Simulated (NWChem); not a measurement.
## Atomisation of HB

```xyz
2

B      0.0000     0.0000     0.2111
H      0.0000     0.0000    -1.0555
```
Charge 0, spin multiplicity 1.

Program: NWChem. The geometry was optimised at PBE/def2-SVP, a minimum by its harmonic frequencies.

Basis set: def2-QZVP. The atomisation energy is electronic alone: no zero-point, thermal, spin-orbit or counterpoise terms. No value is extrapolated to the basis-set limit. Free atoms are single determinants with multiplicities B 2, H 2. Correlated methods freeze the same cores in atoms and molecule, 1 orbitals in all.

```csv
method,atomisation energy (kcal/mol)
HF,61.3
LDA (SVWN5),89.9
PBE,81.1
PBE0,80.4
B3LYP,83.6
BP86,84.4
BHandHLYP,82.0
r2SCAN,79.3
MP2,80.9
CCSD(T),84.0
```

The values span 28.6 kcal/mol, from HF (lowest) to LDA (SVWN5) (highest). 

The correlated methods keep 1 core orbital frozen. B3LYP has NWChem's definition, with VWN1-RPA local correlation. The structure started from a generated list of species. No SCF solution was tested for a lower state. Open-shell Hartree-Fock references start from PBE0 orbitals. No row is a measurement; the coupled-cluster row has its own basis-set and correlation limits.
